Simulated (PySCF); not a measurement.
## Polarisability and C₆ of As⁻ (arsenic, charge -1)

[Ar] 3d10 4s2 4p4, high-spin 3P determinant. All numbers are calculated (PySCF 2.14, scalar relativity through the core potential, in aug-cc-pwCVDZ-PP with ECP10MDF). Coupled (time-dependent) response in atomic units; α is the mean over directions. A double-zeta set is small for polarisabilities.

| method | mean α (bohr³) | α xx, yy, zz | C₆ (like pair) | S(−4) |
| --- | --- | --- | --- | --- |
| UHF | 66.47 | 51.73, 95.93, 51.73 | 807.9 | 2183 |

S(−4) is the Cauchy moment in α(ω) = α(0) + S(−4) ω² + …

Spin-orbit coupling is absent.

α(iu) at UHF:

```json
{"u (hartree)": "0", "α(iu) (bohr³)": "66.47"}
{"u (hartree)": "0.0500", "α(iu) (bohr³)": "61.83"}
{"u (hartree)": "0.100", "α(iu) (bohr³)": "53.10"}
{"u (hartree)": "0.200", "α(iu) (bohr³)": "38.19"}
{"u (hartree)": "0.300", "α(iu) (bohr³)": "27.94"}
{"u (hartree)": "0.500", "α(iu) (bohr³)": "15.90"}
{"u (hartree)": "0.750", "α(iu) (bohr³)": "8.930"}
{"u (hartree)": "1.00", "α(iu) (bohr³)": "5.654"}
{"u (hartree)": "1.50", "α(iu) (bohr³)": "2.883"}
{"u (hartree)": "2.00", "α(iu) (bohr³)": "1.790"}
{"u (hartree)": "3.00", "α(iu) (bohr³)": "0.9419"}
{"u (hartree)": "5.00", "α(iu) (bohr³)": "0.4449"}
```

A single London oscillator, α(iu) = α/(1 + u²/ω²), gives C₆ = (3/4) ω α². Matching the computed C₆ needs ω = 4 × 807.9 / (3 × 66.47²) = 0.244 hartree.

For an ion, C₆ is the dispersion term alone; charge-induced terms of lower order in 1/R come first.

The components differ because the open shell of this determinant is not spherical; for a pure term their mean is the scalar polarisability.

Energies and moments cover only the electrons outside the core potential.
